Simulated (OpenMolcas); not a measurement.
4d3 along the 39-electron sequence

```json
{"Program": "OpenMolcas 26.06", "Method": "CASSCF", "Basis": "ANO-RCC-VTZP", "Scalar Hamiltonian": "DKH2, point nucleus", "Spin-orbit coupling": "state interaction with AMFI integrals over the reference wave functions, term energies averaged over their components"}
```

Active space for each ion: 3 electrons in 10 orbitals (4d 5d).

Computed levels in cm-1 above 4F 3/2:

```
                               Level   Tc4+   Ru5+   Rh6+   Pd7+
                              4F 5/2   1041   1392   1828   2409
                              4F 7/2   2357   3117   4040   5238
                              4F 9/2   3854   5035   6437   8210
                              4P 1/2  14648  16370  18017  19769
                              4P 3/2  14707  16348  17850  19363
                              2G 7/2  16010  18132  20201  22477
                              4P 5/2  16313  18571  20872  23473
                              2G 9/2  16888  19135  21294  23622
                              2P 1/2  20914  23666  26378  29388
weight of 4F in the lowest level (%)     99     99     98     97
```

Mixed levels, with the weight of the term that names them: Ru5+ 2G 9/2 (74 %), Rh6+ 2G 9/2 (68 %), Pd7+ 4P 3/2 (75 %), Pd7+ 2G 9/2 (60 %).

The fine-structure level 4F 9/2 changes by a factor of 2.13 from Tc4+ to Pd7+. Its fourth root runs 7.88, 8.42, 8.96, 9.52, with steps per unit of Z of 0.54, 0.53, 0.56; equal steps would mean a (Z - σ)^4 law with constant σ.

4P 1/2 changes by a factor of 1.35 over the same range, with steps per unit of Z of +1720, +1650, +1750 cm-1.

Without dynamic correlation excited terms often stand tens of per cent too high (terms of higher spin than the ground term too low), and those without a measured partner can miss by more than the paired ones. Active for correlation alone: 5d; no level in the range computed is led by a configuration that fills it, so any true level of that kind is missing. Only configurations of the active space appear.
